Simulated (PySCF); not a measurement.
The dipole of `F[C@@H](C[SiH3])C(F)(F)F` from its density and from atomic charges.

Coordinates (GFN2-xTB, Å) and charges (e) from the PBE0/pcSseg-1 density (PySCF):

```tsv
atom	x	y	z	Mulliken	IAO	Hirshfeld	ESP-fitted
F1	-0.252	1.505	0.850	-0.3187	-0.3112	-0.0978	-0.1986
C2	-0.532	0.565	-0.113	+0.0860	+0.1448	+0.0419	+0.0560
C3	0.354	-0.651	0.049	-0.5480	-0.5600	-0.1723	-0.2955
Si4	2.210	-0.186	-0.013	+0.5227	+0.6111	+0.3234	+0.4087
C5	-2.019	0.209	0.017	+0.8108	+0.7972	+0.2515	+0.5045
F6	-2.378	-0.645	-0.956	-0.2744	-0.2874	-0.0910	-0.1962
F7	-2.313	-0.381	1.178	-0.2625	-0.2735	-0.0849	-0.1632
F8	-2.816	1.276	-0.097	-0.2610	-0.2732	-0.0932	-0.1798
H9	-0.395	1.058	-1.084	+0.1345	+0.1558	+0.0497	+0.1187
H10	0.103	-1.360	-0.739	+0.1651	+0.1677	+0.0475	+0.1060
H11	0.119	-1.126	1.002	+0.1650	+0.1636	+0.0411	+0.1203
H12	2.951	-1.439	0.103	-0.0800	-0.1121	-0.0721	-0.1037
H13	2.511	0.723	1.087	-0.0553	-0.1038	-0.0697	-0.0775
H14	2.456	0.451	-1.308	-0.0844	-0.1187	-0.0743	-0.0998
```

Q: Form Σ q r in debye for every column and set it beside the full dipole.

A: The full density gives (1.78, -0.92, -1.07) D, 2.28 D in size; dipole vectors point from the negative to the positive end.

| scheme | μx | μy | μz | size (D) | share of the full size (%) | angle to the full dipole (°) |
| --- | --- | --- | --- | --- | --- | --- |
| Mulliken | 3.62 | -1.39 | -1.84 | 4.29 | 189 | 6 |
| IAO | 3.47 | -1.17 | -2.02 | 4.18 | 184 | 8 |
| Hirshfeld | 1.17 | -0.41 | -0.64 | 1.40 | 61 | 7 |
| ESP-fitted | 1.84 | -0.92 | -1.08 | 2.32 | 102 | 1 |

Q: Which set comes closest?

A: Length of the difference vector: ESP-fitted 0.06 D, Hirshfeld 0.91 D, IAO 1.95 D, Mulliken 2.05 D. Closest: ESP-fitted. 

Q: What is left for the Hirshfeld atoms' own dipoles?

A: The shares of the density sum to the whole, so what Σ q r misses lies in dipoles about the nuclei. The atomic dipoles sum to (1.78, -0.92, -1.07) − (1.17, -0.41, -0.64) = (0.61, -0.51, -0.43) D, 0.91 D in size.

Q: With the origin at the mean of the coordinates, (0.000, 0.000, -0.002) Å, which are the largest single terms, by size, of the Mulliken dipole along the direction of the full one?

A: C5 -6.53, Si4 +4.55, F8 +3.36, F7 +2.79, F1 +1.85 D; all 14 atoms together +4.27 D. The single terms depend on the origin, their sum doesn't.

Q: Give the size of the full dipole in other units.

A: 2.28 D = 0.895 au = 0.474 e·Å = 7.59 × 10⁻³⁰ C·m.

One conformer (not necessarily the lowest) at the GFN2-xTB geometry, without solvent, vibrations or thermal averaging.

The values belong to the conformer `[F:1][C@@H:2]([CH2:3][SiH3:4])[C:5]([F:6])([F:7])[F:8]`: F1–C2–C3–Si4 -57°, F1–C2–C5–F6 176°.
